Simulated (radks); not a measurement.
Q: Radial electron density D(r) = 4 pi r^2 rho(r) of an atom or ion with 36 electrons. All-electron calculation, Dirac Kohn-Sham, relativistic LDA (MacDonald-Vosko exchange, VWN5 correlation), spin-unpolarised, spherical densities, finite nucleus; Fermi nuclear charge, rms radius of each element as measured or else 0.836 A^(1/3) + 0.57 fm. Program: a radial shooting solver on a logarithmic mesh with Libxc functionals.

r (bohr),D(r) (e/bohr)
0.0008095,2.546
0.0009127,3.115
0.001029,3.804
0.00117,4.699
0.001319,5.715
0.001487,6.934
0.001676,8.392
0.001905,10.25
0.002148,12.32
0.002422,14.75
0.002731,17.59
0.003079,20.87
0.0035,24.90
0.003946,29.19
0.004449,33.98
0.005016,39.24
0.005701,45.32
0.006428,51.34
0.007247,57.52
0.008171,63.66
0.009213,69.48
0.01047,75.03
0.01181,79.26
0.01331,82.27
0.01501,83.84
0.01706,83.85
0.01923,82.43
0.02169,80.02
0.02445,77.30
0.02757,75.10
0.03133,74.39
0.03533,76.07
0.03983,80.38
0.04491,87.01
0.05104,95.38
0.05755,102.6
0.06489,107.0
0.07316,107.2
0.08249,102.6
0.09375,93.72
0.1057,84.66
0.1192,78.32
0.1344,77.18
0.1527,81.77
0.1722,88.51
0.1942,92.75
0.2189,90.20
0.2468,79.48
0.2805,61.89
0.3163,45.09
0.3566,32.85
0.4021,26.82
0.457,24.98
0.5152,23.70
0.5809,20.29
0.655,14.77
0.7385,8.883
0.8394,4.095
0.9464,1.563
1.067,0.4638
1.203,0.1044
1.367,0.01519
1.542,0.001752
1.738,0.0001380

What is the nuclear charge?

A: Z = 62. The innermost maximum, from 1s, lies near gamma/Z bohr with gamma = sqrt(1 - (Z/c)^2) = 0.892, here 0.0144 bohr (found: 0.0160), and its height grows with Z. The density is that of the samarium ion Sm26+ in [Kr]; the configuration itself is not fixed sharply by these data, and Z only to a few units. D(r) has 3 maxima, at r = 0.0160, 0.0692, 0.199 bohr, and minima at 0.0306, 0.129 bohr, inside which lie 2.01, 11.02 electrons.
